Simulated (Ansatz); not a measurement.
AsCl3H3In, SMILES `[Cl][In-]([Cl])([Cl])[AsH3+]`, relaxed with RKS PBE-D4/def2-SVP in Ansatz 0.2.0 from a rough embedded geometry. The force threshold is 0.03 eV/Å; the program also tests the step.

Total charge 0; spin multiplicity 1. In: def2 effective core potential.

Start:

```xyz
8

Cl   -2.525   -1.218   -1.210
In   -1.079    0.465   -0.329
Cl   -0.709    2.073   -2.005
Cl   -2.083    1.560    1.504
As    1.234   -0.563    0.417
H     1.248   -2.123    0.152
H     2.408    0.089   -0.437
H     1.507   -0.283    1.909
```

```csv
step,energy (eV),largest force (eV/Å),largest move (Å)
1,-103591.7483,1.315,0.000
2,-103592.2140,0.761,0.195
3,-103592.3077,0.247,0.161
4,-103592.3143,0.048,0.016
5,-103592.3147,0.004,0.014
```

End:

```xyz
8

Cl   -2.439   -1.363   -1.170
In   -1.392    0.628   -0.442
Cl   -0.540    2.109   -2.079
Cl   -2.018    1.521    1.657
As    1.104   -0.504    0.354
H     1.336   -2.003    0.209
H     2.382   -0.028   -0.326
H     1.568   -0.359    1.797
```

Hardware: 4 threads of an Arm Neoverse V1 on a shared host. Wall time 11 s, peak host memory 0.21 GiB.
